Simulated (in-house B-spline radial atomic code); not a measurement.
## The hafnium ion Hf⁺: [Xe] 4f14 5d1 6s2

Method: Dirac-Kohn-Sham OLYP, spherical fractional occupations, Fermi nucleus of rms radius 5.347 fm. Calculated with a B-spline radial code for spherical atoms.

Z_r = [3n² - l(l+1)]/(2<r>); Z_e = n√(-2ε); the last column is Slater's effective charge. Values are occupation-weighted means over j. An effective charge above Z reflects the relativistic contraction of the inner shells.

| shell | electrons | ε (eV) | <r> (bohr) | Z_r | Z_e | Slater |
| --- | --- | --- | --- | --- | --- | --- |
| 1s | 2 | -65182 | 0.01899 | 78.98 | 69.22 | 71.70 |
| 2s | 2 | -11155 | 0.07978 | 75.21 | 57.27 | 67.85 |
| 2p | 6 | -9862.6 | 0.07127 | 70.16 | 53.85 | 67.85 |
| 3s | 2 | -2549.6 | 0.2082 | 64.85 | 41.07 | 60.75 |
| 3p | 6 | -2158.1 | 0.2076 | 60.21 | 37.78 | 60.75 |
| 3d | 10 | -1664.7 | 0.1889 | 55.59 | 33.18 | 50.85 |
| 4s | 2 | -521.14 | 0.4681 | 51.28 | 24.76 | 44.25 |
| 4p | 6 | -391.4 | 0.4963 | 46.34 | 21.45 | 44.25 |
| 4d | 10 | -216.23 | 0.535 | 39.25 | 15.95 | 32.85 |
| 5s | 2 | -76.401 | 1.132 | 33.14 | 11.85 | 14.35 |
| 5p | 6 | -45.262 | 1.326 | 27.53 | 9.12 | 14.35 |
| 4f | 14 | -26.594 | 0.6733 | 26.73 | 5.59 | 21.45 |
| 6s | 2 | -11.502 | 3.139 | 17.20 | 5.52 | 4.00 |
| 5d | 1 | -10.491 | 2.154 | 16.02 | 4.39 | 4.00 |

The least bound orbital is 5d5/2 at -10.26 eV, while the most diffuse is 6s1/2 (<r> = 3.139 bohr against 2.184 bohr): energy order and size order differ.

Spin-orbit splittings of the orbital energies (j = l + 1/2 above j = l - 1/2 when positive): 2p 1192 eV, 3p 255.5 eV, 3d 55.81 eV, 4p 58.54 eV, 4d 10.74 eV, 5p 7.938 eV, 4f 1.76 eV, 5d 0.5862 eV.

For the 1s electron the small component carries 7.33 % of the norm, the zero-frequency Breit interaction raises the level by 222.2 eV, self-energy by 137.6 eV, and vacuum polarisation lowers it by 25.27 eV.

The density falls to 0.001 bohr⁻³ at 4.583 bohr; Σ<r²> = 57.245 bohr² gives, by the non-relativistic formula and without the paramagnetism of open shells, a Langevin diamagnetic susceptibility of -45.34×10⁻⁶ cm³/mol.
